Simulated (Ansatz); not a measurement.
Computed with Ansatz.

A structure relaxed at PBE0-D4/def2-TZVP, charge 0, multiplicity 1:

```
atom   x (Å)   y (Å)   z (Å)
  C1   0.312   0.509  -1.497
  C2   0.079   0.129  -0.379
  B3  -0.215  -0.351   1.033
  F4   0.758  -0.688   1.853
  F5  -1.451  -0.445   1.476
  H6   0.518   0.846  -2.487
```

Give its formula and SMILES.

C2HBF2, `C#CB(F)F`.

Point group (tolerance 0.08 Å, 0.16 Å for H)?

C2v.

Summarise the bond lengths by kind.

1 × C–C 1.203 Å; 1 × C–H 1.066 Å; 1 × B–C 1.521 Å; 2 × B–F 1.316 Å.
